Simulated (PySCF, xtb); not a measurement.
CH2F, SMILES [CH2]F (connectivity only; charge and spin as stated), charge +1, multiplicity 1.

Harmonic wavenumbers (cm⁻¹) from xtb with GFN2-xTB at its own minimum, in rising order: 1008, 1045, 1227, 1548, 2803, 2838.

Question: What does PBE0-D3(BJ)/def2-TZVPD in PySCF give at its own minimum? (Estimate from the structure and the level; the computed values follow.)

Answer: 1245, 1288, 1450, 1619, 3043, 3207. Paired by order, the mean absolute difference is 231 cm⁻¹ and the zero-point energies are 15.0 and 16.9 kcal/mol.
